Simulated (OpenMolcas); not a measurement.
An atom or ion with 16 electrons was computed by XMS-RASPT2, IPEA 0.25 Eh, imaginary shift 0.1 Eh with spin-orbit coupling (OpenMolcas, ANO-RCC-VTZP, DKH2). The lowest levels that the run gave, each within 12 % of the measured value where one is at hand:

```json
{"J": "2", "Parity": "even", "E (cm-1)": "0.0", "g": "1.500"}
{"J": "1", "Parity": "even", "E (cm-1)": "998", "g": "1.501"}
{"J": "0", "Parity": "even", "E (cm-1)": "1425", "g": ""}
{"J": "2", "Parity": "even", "E (cm-1)": "14570", "g": "1.001"}
{"J": "0", "Parity": "even", "E (cm-1)": "34180", "g": ""}
{"J": "2", "Parity": "odd", "E (cm-1)": "116590", "g": "1.501"}
{"J": "1", "Parity": "odd", "E (cm-1)": "117490", "g": "1.501"}
{"J": "0", "Parity": "odd", "E (cm-1)": "117960", "g": ""}
```

Which ion is it, and what are the configurations and terms?

Ar²⁺ (Z = 18, charge +2; active space 6 electrons in 9 orbitals (RAS2 3s 3p; RAS3 3d, at most 2 electrons)). J, parity and g give the terms where levels are pure, and mixed ones are named by the computed weights; the size of the splittings, set against known spectra of the 16-electron sequence, gives the charge. In order, with the measured energies in cm-1 (Saloman, J. Phys. Chem. Ref. Data 39, 033101 (2010)): 3s2 3p4 3P2, 3s2 3p4 3P1 (1112), 3s2 3p4 3P0 (1570), 3s2 3p4 1D2 (14010), 3s2 3p4 1S0 (33266), 3s 3p5 3P* 2 (113801), 3s 3p5 3P* 1 (114797), 3s 3p5 3P* 0 (115328).

Term energies are means over components that CASPT2 splits; among the terms shown or strongly mixed into the levels shown the widest spread is 170 cm-1 (3s2 3p4 1D). Active for correlation alone: 3d; no level in the range computed is led by a configuration that fills it, so any true level of that kind is missing. Some terms mix strongly with configurations of 3d, whose occupation reaches 0.24 (3s 3p5 3P*). Measured partners are found by configuration, term and J. A level has none where our copy of the source lacks it or the pairing is in doubt (some pairs that miss far off the trend of their configuration count as doubtful), and it then counts in no deviation. Levels of configurations outside the active space are missing.

* marks odd parity.
